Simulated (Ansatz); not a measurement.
Program: Ansatz. Geometries: PBE0-D4/def2-TZVP. ΔE: electronic, gas phase. CCSD(T)/CBS adds triple-zeta CCSD(T) − MP2 to the extrapolated MP2 energy (def2 sets, frozen cores). This one scheme is used for every species. Functionals use def2-TZVPP. HSE06 is defined as in plane-wave codes. Each species was taken in one conformer, which may not be the lowest.

`C[SiH](N)CO` → `C[Si]N` + CH₃OH  (silylene formation by 1,1-elimination)

```tsv
level	ΔE (kJ/mol)
HSE06-D4	159.3
revPBE	120.6
```

(1) What does CCSD(T)/CBS give? (Best estimate.)

Largest T1 diagnostic among the species: 0.013.

Results:

(1) Computed: +150.8 kJ/mol. The listed levels differ from it by 8.5, -30.2 kJ/mol.

From PBE to PBE0 (25 % exact exchange), in def2-TZVPP and without D4, ΔE moves by +12.7 kJ/mol. The D4 term adds +16.6 kJ/mol with B3LYP and +9.3 kJ/mol with PBE0; it sums over pairs of atoms, weighted by their polarisabilities, and B3LYP, whose exchange is more repulsive, gets the larger term. In def2-TZVPP, CCSD(T) changes the Hartree–Fock value by +14.3 kJ/mol (the triples alone add +2.3 kJ/mol) and MP2 by +27.8 kJ/mol.

CCSD(T)/CBS has its own doubt, a few kJ/mol and more with outer-core shells, so smaller differences from it don't rank the levels.

B3LYP here is the variant with VWN-RPA as its local correlation; programs differ in this.
